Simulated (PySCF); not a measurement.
SMILES C[Si](O)(O[Si](C)(O)O)O (C2H10O5Si2) (GFN2-xTB optimised geometry):

```
19

Si     1.228    -0.292    -0.383
C      0.922    -2.151    -0.247
O      1.686     0.025    -1.907
O      2.415     0.285     0.578
O     -0.115     0.546     0.000
Si    -1.744     0.546     0.000
C     -2.415    -0.482    -1.435
O     -2.199     2.114     0.000
O     -2.316    -0.092     1.377
H      0.283    -2.379     0.600
H      0.429    -2.524    -1.138
H      1.849    -2.703    -0.131
H      2.258     0.771    -2.072
H      2.263     0.337     1.517
H     -2.415    -1.536    -1.184
H     -3.434    -0.205    -1.685
H     -1.803    -0.357    -2.323
H     -1.826     2.703    -0.650
H     -2.439     0.477     2.133
```

Level of theory: B3LYP/def2-SVP run with PySCF.

Question: What are the frontier orbital energies and the dipole moment?

Answer: HOMO-2 -8.30 eV, HOMO-1 -8.18 eV, HOMO -8.09 eV, LUMO 0.83 eV, LUMO+1 1.50 eV; dipole moment 1.39 D.

On the same geometry PySCF with PBE/def2-SVP gives HOMO-2 -6.88 eV, HOMO-1 -6.77 eV, HOMO -6.75 eV, LUMO 0.32 eV, LUMO+1 0.96 eV; dipole moment 1.41 D.

Meta-Löwdin charges at B3LYP/def2-SVP: Si1 1.42, C2 -0.57, O3 -0.72, O4 -0.72, O5 -0.83, Si6 1.42, C7 -0.57, O8 -0.72, O9 -0.72, H10 0.11, H11 0.12, H12 0.12, H13 0.33, H14 0.33, H15 0.12, H16 0.12, H17 0.11, H18 0.33, H19 0.33.
